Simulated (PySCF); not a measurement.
# Chromium: a sound run and one with changed settings

Sound run: Cr [Ar] 3d5 4s1, Cr+ [Ar] 3d5. Calculation: PySCF 2.14, in aug-cc-pVDZ; the non-relativistic Hamiltonian (point nucleus). In the sound run the correlated levels freeze [Ar]. The sound run starts from symmetry-adapted Hartree-Fock orbitals and uses a fine grid where one is needed.

Changed run: initial guess minao, at most 50 SCF cycles.

| species | method | sound run (hartree) | changed run (hartree) | converged |
| --- | --- | --- | --- | --- |
| Cr | UHF | -1043.35511 | -1043.35511 | yes |
| Cr | M06-2X | -1044.38199 | -1044.38199 | yes |
| Cr | B3LYP | -1044.46691 | -1044.46691 | yes |
| Cr | MP2 | -1043.43709 | -1043.43709 | yes |
| Cr+ | UHF | -1043.13787 | -1043.09939 | yes |
| Cr+ | M06-2X | -1044.14359 | -1044.14359 | yes |
| Cr+ | B3LYP | -1044.21033 | -1044.21033 | yes |

Ionisation energy of Cr:

```csv
method,sound run (eV),changed run (eV)
M06-2X,6.487,6.487
B3LYP,6.982,6.982
```

The plain start fixes occupations by D2h representation alone, and Cr+ at UHF landed in another state (other ⟨L²⟩ or ⟨S²⟩). 

For comparison, NIST gives 6.767 eV between the lowest levels.
